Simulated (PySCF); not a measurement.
**PySCF run on NaCa⁺**

Input:

```python
from pyscf import gto, dft

mol = gto.M(
    atom='Na 0 0 0; Ca 0 0 3.755',
    basis='6-31+g*',
    charge=1,
    spin=0,
    symmetry=True,
    verbose=3,
)
mf = dft.UKS(mol, xc='revpbe')
mf.kernel()
mf.analyze()
print('orbital energies (hartree):', [e[max(0, n-3):n+3].round(4) for e, n in zip(mf.mo_energy, mol.nelec)])
```

```bash
$ python input.py
```

The log (some set-up lines and the per-cycle HOMO/LUMO lines with their warnings removed):

```
converged SCF energy = -839.476507546027  <S^2> = 1.6520961e-08  2S+1 = 1
**** MO energy ****
[8 lines left out]
alpha MO #9 (E1x #2), energy= -1.24546567051474 occ= 1
alpha MO #10 (E1y #2), energy= -1.24546567051474 occ= 1
alpha MO #11 (A1 #7), energy= -1.2444874380512 occ= 1
alpha MO #12 (E1x #3), energy= -1.20856018184585 occ= 1
alpha MO #13 (E1y #3), energy= -1.20856018184585 occ= 1
alpha MO #14 (A1 #8), energy= -1.20641012772193 occ= 1
alpha MO #15 (A1 #9), energy= -0.292564819448677 occ= 1
alpha MO #16 (A1 #10), energy= -0.230798283817507 occ= 0
alpha MO #17 (E1x #4), energy= -0.183744902110669 occ= 0
alpha MO #18 (E1y #4), energy= -0.183744902110669 occ= 0
[30 lines left out]
[8 lines left out]
beta  MO #9 (E1x #2), energy= -1.24546533117285 occ= 1
beta  MO #10 (E1y #2), energy= -1.24546533117285 occ= 1
beta  MO #11 (A1 #7), energy= -1.24448699895646 occ= 1
beta  MO #12 (E1x #3), energy= -1.20856080254898 occ= 1
beta  MO #13 (E1y #3), energy= -1.20856080254898 occ= 1
beta  MO #14 (A1 #8), energy= -1.20641050071201 occ= 1
beta  MO #15 (A1 #9), energy= -0.292564100120335 occ= 1
beta  MO #16 (A1 #10), energy= -0.23079912125346 occ= 0
beta  MO #17 (E1x #4), energy= -0.183747194108819 occ= 0
beta  MO #18 (E1y #4), energy= -0.183747194108819 occ= 0
[30 lines left out]
 ** Mulliken pop alpha/beta on meta-lowdin orthogonal AOs **
 ** Mulliken atomic charges   ( Nelec_alpha | Nelec_beta ) **
charge of  0Na =      0.52586  (     5.23712      5.23703 )
charge of  1Ca =      0.47414  (     9.76288      9.76297 )

WARN: System has nonzero charge 1; the dipole moment is origin-dependent.
Location of origin: [0. 0. 0.]

Dipole moment(X, Y, Z, Debye):  0.00000,  0.00000,  9.13030
orbital energies (hartree): [array([-1.2086, -1.2064, -0.2926, -0.2308, -0.1837, -0.1837]), array([-1.2086, -1.2064, -0.2926, -0.2308, -0.1837, -0.1837])]
```

In short: E(SCF) = -839.476508 Eh.

Wall time 2.4 s on one thread of a shared host.

The bond length is a typed value, not an optimised one. The dipole of an ion depends on the origin. No search for the lowest solution was made.
